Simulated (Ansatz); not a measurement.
Reaction (redistribution): `[GaH2][CH2][GeH3]` + `BC(O)[SiH3]` → `B[CH](O)[GeH3]` + `[SiH3][CH2][GaH2]`

Isolated molecules relaxed with PBE0-D4/def2-TZVP in Ansatz; ΔE leaves out vibrations. CBS: MP2 limit from def2 TZ/QZ plus the TZ coupled-cluster correction, frozen cores. Functionals use def2-TZVPP. HSE06 is defined as in plane-wave codes. For Ga, Ge outer-core shells are correlated without core-valence functions, which leaves a few kJ/mol of doubt a bond. Scalar relativity is left out up to krypton. Each species was taken in one conformer, which may not be the lowest.

```tsv
level	ΔE (kJ/mol)
LDA (SPW92)	-20.4
HSE06-D4	-14.9
ωB97X-V	-7.9
HF/def2-QZVPP	2.2
```

(1) What does CCSD(T)/CBS give? (Best estimate.)

(2) What do rigid-rotor, harmonic-oscillator terms from PBE0-D4/def2-TZVP frequencies (298.15 K, 1 bar) make of the CCSD(T)/CBS value? (Best estimate.)

Largest T1 diagnostic among the species: 0.013.

Results:

(1) The calculation gave: -10.5 kJ/mol. The listed levels differ from it by -9.9, -4.4, 2.6, 12.7 kJ/mol.

(2) Ansatz gave: ΔZPE = +1.1 kJ/mol, ΔH = -9.6 kJ/mol, ΔS = -2 J/(mol·K), ΔG = -8.9 kJ/mol.

From BLYP to BHLYP (50 % exact exchange), in def2-TZVPP and without D4, ΔE moves by +7.3 kJ/mol. Leaving LDA and LC-ωPBE aside and taking each functional with its dispersion term where it has one, the values, not all of them listed here, spread over 10.3 kJ/mol, from PBE-D4 to ωB97X-V. In def2-TZVPP, CCSD(T) changes the Hartree–Fock value by −13.3 kJ/mol (the triples alone add −2.6 kJ/mol) and MP2 by −14.9 kJ/mol.
